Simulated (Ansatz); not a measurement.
`BN(C)C=C` + `CBCl` → `BBCl` + `C=CN(C)C` at 298.15 K and 1 bar (formal exchange of groups at a B–N bond).

Calculated with Ansatz (gas phase, PBE0-D4/def2-TZVP geometries, no zero-point term in ΔE). CCSD(T)/CBS is the MP2 limit (def2-TZVPP, def2-QZVPP) plus CCSD(T) − MP2 in def2-TZVPP, frozen cores. One conformer a species, not always the lowest.

| species | CCSD(T)/CBS energy (Eh) | H − E (kJ/mol) | S (J/(mol·K)) |
| --- | --- | --- | --- |
| `BN(C)C=C` | -198.47223 | 307.7 | 308.9 |
| `CBCl` | -525.07110 | 144.9 | 287.1 |
| `BBCl` | -511.15624 | 100.6 | 279.9 |
| `C=CN(C)C` | -212.29412 | 348.9 | 319.7 |

H − E and S are ideal-gas, rigid-rotor, harmonic terms from PBE0-D4/def2-TZVP, for one conformer and one mirror image of each species. 1 Eh = 2625.50 kJ/mol, R = 8.31446 J/(mol·K).

Question: By hand: ΔE, ΔH, ΔS and ΔG.

Answer: ΔE = (-511.15624) + (-212.29412) − (-198.47223) − (-525.07110) = 0.09297 Eh = 244.1 kJ/mol. Δ(H − E) = 100.6 + 348.9 − 307.7 − 144.9 = -3.1, so ΔH = 241.0 kJ/mol. ΔS = 279.9 + 319.7 − 308.9 − 287.1 = 3.6 J/(mol·K). ΔG = 241.0 − 298.15 × (3.6)/1000 = 239.9 kJ/mol.

Question: By hand: the equilibrium constant, and the temperature at which ΔG would vanish if ΔH and ΔS stayed fixed.

Answer: log₁₀ K = −ΔG/(RT ln 10) = -42.0. ΔG = 0 at ΔH/ΔS = 66944 K, far beyond where these terms or the molecules hold.

The number of gas molecules stays the same, so ΔS is small and ΔH decides. A doubt of 5 kJ/mol in ΔE shifts log₁₀ K by 0.9 here. Other conformers and mirror images would add mixing entropy, several J/(mol·K) or more a flexible species. Modes under 60 cm⁻¹, often nearly free rotors, make the harmonic entropy too high. These are equilibria of isolated gas molecules and say nothing of rates. Largest T1 diagnostic: 0.013 (customary marks: 0.02 for closed shells, 0.045 for open ones).
